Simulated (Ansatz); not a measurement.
Consider the isomerisation: `BrCCCCBr` → `CC(C)(Br)CBr`.

Computed with Ansatz on PBE0-D4/def2-TZVP structures; ΔE is electronic, products minus reactants. CCSD(T)/CBS adds triple-zeta CCSD(T) − MP2 to the extrapolated MP2 energy (def2 sets, frozen cores). For Br outer-core shells are correlated without core-valence functions, which leaves a few kJ/mol of doubt a bond. Scalar relativity is left out up to krypton. Each species was taken in one conformer, which may not be the lowest.

```csv
species,CCSD/CBS(def2) energy (Eh)
`BrCCCCBr`,-5303.62958
`CC(C)(Br)CBr`,-5303.63567
```

Problem. Work out ΔE.

Solution. ΔE = (-5303.63567) − (-5303.62958) = -0.00609 Eh = -16.0 kJ/mol. CCSD(T)/CBS gives -20.0 kJ/mol.

Problem. What do rigid-rotor, harmonic-oscillator terms from PBE0-D4/def2-TZVP frequencies (298.15 K, 1 bar) make of the CCSD(T)/CBS value? (Best estimate.)

Solution. Ansatz gave: ΔZPE = -4.0 kJ/mol, ΔH = -23.3 kJ/mol, ΔS = -12 J/(mol·K), ΔG = -19.8 kJ/mol. Modes under 50 cm⁻¹ make the entropy rough.

Largest T1 diagnostic among the species: 0.008.

In def2-TZVPP, CCSD(T) changes the Hartree–Fock value by −19.8 kJ/mol (the triples alone add −4.0 kJ/mol) and MP2 by −26.9 kJ/mol. The D4 term adds −9.3 kJ/mol with B3LYP and −4.8 kJ/mol with PBE0; it sums over pairs of atoms, weighted by their polarisabilities, and B3LYP, whose exchange is more repulsive, gets the larger term.

B3LYP here is the variant with VWN-RPA as its local correlation; programs differ in this.
